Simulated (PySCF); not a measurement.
Input file for PySCF: R-M06-2X/def2-TZVPPD on GaH3 (SMILES [GaH3]).

```python
from pyscf import gto, dft

mol = gto.M(
    atom='''
    Ga    0.39670289   -0.37607595    0.68515695
    H     1.88289631   -0.09762483    1.12264838
    H    -0.22924294   -1.81109929    0.85260488
    H    -0.28718893    0.62612580   -0.33037689
    ''',
    basis='def2-tzvppd',
    charge=0, spin=0, verbose=4, max_memory=1800)
mf = dft.RKS(mol, xc='m062x').density_fit(auxbasis='def2-universal-jkfit')
mf.grids.level = 4
mf.conv_tol = 1e-9
mf.max_cycle = 150
mf.kernel()
mf.dip_moment()
```

It printed:

```
PySCF version 2.14.0

[INPUT] verbose = 4
[INPUT] num. atoms = 4
[INPUT] num. electrons = 34
[INPUT] charge = 0
[INPUT] spin (= nelec alpha-beta = 2S) = 0
[INPUT] symmetry False subgroup None
[INPUT] Mole.unit = angstrom
[INPUT] Symbol           X                Y                Z      unit          X                Y                Z       unit  Magmom
[INPUT]  1 Ga     0.396702890000  -0.376075950000   0.685156950000 AA    0.749659814923  -0.710680547536   1.294758987842 Bohr   0.0
[INPUT]  2 H      1.882896310000  -0.097624830000   1.122648380000 AA    3.558158346854  -0.184484191657   2.121497972387 Bohr   0.0
[INPUT]  3 H     -0.229242940000  -1.811099290000   0.852604880000 AA   -0.433206372590  -3.422481642494   1.611189715668 Bohr   0.0
[INPUT]  4 H     -0.287188930000   0.626125800000  -0.330376890000 AA   -0.542708423707   1.183206281524  -0.624321839986 Bohr   0.0

nuclear repulsion = 31.7925373199464
number of shells = 39
number of NR pGTOs = 163
number of NR cGTOs = 105
basis = def2-tzvppd
ecp = {}


******** <class 'pyscf.df.df_jk.DFRKS'> ********
method = DFRKS
initial guess = minao
damping factor = 0
level_shift factor = 0
DIIS = <class 'pyscf.scf.diis.CDIIS'>
diis_start_cycle = 1
diis_space = 8
diis_damp = 0
SCF conv_tol = 1e-09
SCF conv_tol_grad = None
SCF max_cycles = 150
direct_scf = False
XC library pyscf.dft.libxc version 7.1.2
    S. Lehtola, C. Steigemann, M. J. T. Oliveira, and M. A. L. Marques,  SoftwareX 7, 1–5 (2018)
XC functionals = m062x
    Y. Zhao and D. G. Truhlar,  Theor. Chem. Acc. 120, 215 (2008)
    Y. Zhao and D. G. Truhlar,  Theor. Chem. Acc. 120, 215 (2008)
radial grids:
    Treutler-Ahlrichs [JCP 102, 346 (1995); DOI:10.1063/1.469408] (M4) radial grids

becke partition: Becke, JCP 88, 2547 (1988); DOI:10.1063/1.454033
pruning grids: <function nwchem_prune>
grids dens level: 4
symmetrized grids: False
atomic radii adjust function: <function treutler_atomic_radii_adjust>
small_rho_cutoff = 0
Set gradient conv threshold to 3.16228e-05
Initial guess from minao.
tot grids = 77504
******** <class 'pyscf.df.df.DF'> ********
auxbasis = def2-universal-jkfit
init E= -1925.87731863998
  HOMO = -0.31676095780783  LUMO = -0.0603364709689869  gap/eV = 6.97767
cycle= 1 E= -1926.58228243136  delta_E= -0.705  |g|= 0.429  |ddm|= 1.41
  HOMO = -0.359169867979246  LUMO = -0.0682332722264576  gap/eV = 7.91679
cycle= 2 E= -1926.58460730787  delta_E= -0.00232  |g|= 0.474  |ddm|= 0.482
  HOMO = -0.353017816521824  LUMO = -0.0547962168297476  gap/eV = 8.11502
cycle= 3 E= -1926.60097193859  delta_E= -0.0164  |g|= 0.0136  |ddm|= 0.209
  HOMO = -0.353230405744402  LUMO = -0.0500341292831106  gap/eV = 8.25039
cycle= 4 E= -1926.60104321294  delta_E= -7.13e-05  |g|= 0.00502  |ddm|= 0.0304
  HOMO = -0.353512840794693  LUMO = -0.0510790282103351  gap/eV = 8.22964
cycle= 5 E= -1926.6010506971  delta_E= -7.48e-06  |g|= 0.000665  |ddm|= 0.00675
  HOMO = -0.353519374719298  LUMO = -0.0510962471131249  gap/eV = 8.22935
cycle= 6 E= -1926.60105084589  delta_E= -1.49e-07  |g|= 0.000155  |ddm|= 0.000869
  HOMO = -0.353496636639045  LUMO = -0.0510750701926286  gap/eV = 8.22931
cycle= 7 E= -1926.60105085192  delta_E= -6.03e-09  |g|= 2.01e-05  |ddm|= 0.000225
  HOMO = -0.353499407248358  LUMO = -0.0510759845699607  gap/eV = 8.22936
cycle= 8 E= -1926.60105085198  delta_E= -6.05e-11  |g|= 1.61e-06  |ddm|= 2.63e-05
  HOMO = -0.353499073572755  LUMO = -0.0510757556616737  gap/eV = 8.22936
Extra cycle  E= -1926.60105085197  delta_E= 1.25e-11  |g|= 1.4e-06  |ddm|= 3.91e-06
converged SCF energy = -1926.60105085197
Dipole moment(X, Y, Z, Debye): -0.20457,  0.17517,  0.50702
```

The calculation finished and met its thresholds.

Cost: very roughly 5 core-seconds.
